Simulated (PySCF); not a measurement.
**Fractional electron number in W²⁺ (tungsten, charge +2)**

The 5d alpha orbital of [Xe] 4f14 5d4 is emptied in steps (occupation f), with all orbitals relaxed, ending at [Xe] 4f14 5d3. Calculation: PySCF 2.14, in def2-TZVP with the def2 core potential (60 electrons) (6s4p3d1f, 40 functions); scalar relativity through the core potential. The exact energy is a straight line in f; departures are measured from the line between the end points of the same method.

| f | BHandHLYP (eV) | wB97X (eV) | M06-2X (eV) |
| --- | --- | --- | --- |
| 1 | 0.000 | 0.000 | 0.000 |
| 0.8 | -0.381 | -0.204 | -0.387 |
| 0.6 | -0.574 | -0.305 | -0.581 |
| 0.4 | -0.576 | -0.303 | -0.580 |
| 0.2 | -0.385 | -0.199 | -0.385 |
| 0 | 0.000 | 0.000 | 0.000 |

```tsv
method	E(f=0) − E(f=1) (eV)	−ε at f=1 (eV)	−ε at f=0.4 (eV)
BHandHLYP	25.483	23.111	25.954
wB97X	25.338	24.070	25.606
M06-2X	25.796	23.382	26.292
```

Orbital energy along the path (eV):

```tsv
f	BHandHLYP	wB97X	M06-2X
1	-23.111	-24.070	-23.382
0.8	-24.046	-24.574	-24.340
0.6	-24.995	-25.089	-25.312
0.4	-25.954	-25.606	-26.292
0.2	-26.919	-26.105	-27.246
0	-27.913	-26.560	-28.220
```

Reference removal energy between the ground levels: 26 ± 0.4 eV (semi-empirical (NIST evaluation); NIST Atomic Spectra Database, ionization energies). The calculation has no spin-orbit coupling. The determinant left behind need not be the lowest term of the ion.
